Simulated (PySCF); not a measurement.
**Correlation energy of Cd³⁶⁺ (cadmium, charge +36)**

[Ne] 3s2, closed-shell 1S. All numbers are calculated (PySCF 2.14, the spin-free X2C one-electron Hamiltonian (Gaussian nucleus), in an even-tempered Gaussian basis (18 s from 6.2 bohr⁻², ratio 2.5; 12 p from 8.1 bohr⁻², ratio 2.5; 4 d from 30 bohr⁻², ratio 2.7; 4 f from 45 bohr⁻², ratio 2.7)). Frozen: 1s2; 10 electrons correlated; the 22 highest virtual orbitals of each spin left out.

```json
{"level": "CCSD", "correlation energy (mhartree)": "-479.19"}
{"level": "(T)", "correlation energy (mhartree)": "-1.09"}
{"level": "CCSD(T)", "correlation energy (mhartree)": "-480.28"}
```

Diagnostics: T1 = 0.00029, D1 = 0.0009, largest double amplitude 0.063.

Task: Is a single reference adequate?

Result: Yes, within this model without spin-orbit coupling: T1 lies below 0.03 and no double amplitude reaches 0.07.

At this charge the one-electron X2C treatment keeps the bare 1/r₁₂, with no two-electron picture change or Breit term. The effect here is smaller than on the frozen 1s shell; and a scalar Hamiltonian misses the large spin-orbit splitting of the p shells, which matters for ns² → np² pairs.
